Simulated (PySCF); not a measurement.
## Working out the ionisation energy of Ne⁺

Ne⁺ [He] 2s2 2p5 (2P) → Ne²⁺ [He] 2s2 2p4 (3P). Computed with PySCF 2.14 in cc-pVDZ-DK (3s2p1d, 14 functions), with scalar relativity by spin-free X2C-1e. Frozen: 1s2. Energies in hartree (1 hartree = 27.21139 eV):

```tsv
part	Ne⁺ (lower)	Ne²⁺ (upper)
UHF	-127.903198	-126.455444
CCSD correlation	-0.144239	-0.106252
(T)	-0.001024	-0.000641
```

Problem. What does Hartree-Fock give?

Solution. (-126.455444) − (-127.903198) = 1.447754 hartree = 39.395 eV.

Problem. What do CCSD and CCSD(T) give?

Solution. The CCSD correlation energies differ by 0.037987 hartree = 1.034 eV and the triples by 0.000383 hartree = 0.010 eV, so CCSD gives 40.429 eV and CCSD(T) 40.439 eV.

Reference: 40.963 eV (measured; NIST Atomic Spectra Database, ionization energies), between the lowest levels; spin-orbit coupling is absent from the calculation.

A double-zeta basis recovers only part of the correlation energy.

What remains against the reference includes basis incompleteness, the frozen core and higher excitations.
